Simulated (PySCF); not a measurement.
C6H13BS.
SMILES: `CSBC1CCCC1`

The closed-shell ground state was solved at several levels (PySCF, density fitting, gas phase, non-relativistic). Geometry: PBE0-D3(BJ)/def2-SVP, one conformer, isolated molecule.

| level | basis functions | HOMO (eV) | LUMO (eV) | gap (eV) | dipole (D) |
| --- | --- | --- | --- | --- | --- |
| mPW1PW91/pcSseg-1 | 208 | -7.54 | -0.67 | 6.87 | 2.03 |
| PBE0/pcSseg-1 | 208 | -7.52 | -0.67 | 6.85 | 2.04 |

Q: What might CAM-B3LYP/def2-SVPD (271 basis functions) give for the same quantities?

A: HOMO -8.79 eV, LUMO 0.39 eV, gap 9.18 eV, dipole 1.95 D.

Q: Over all these levels, which gives the widest orbital gap and which the narrowest?

A: CAM-B3LYP/def2-SVPD (range-separated hybrid) has the widest, 9.18 eV, and PBE0/pcSseg-1 (global hybrid, 25 % exact exchange) the narrowest, 6.85 eV. Functional and basis both differ between the two, so the spread mixes both effects.

Q: How far do the dipole and the HOMO energy spread over the levels?

A: The dipole runs from 1.95 to 2.04 D (mean 2.01 D) and the HOMO from -8.79 to -7.52 eV.
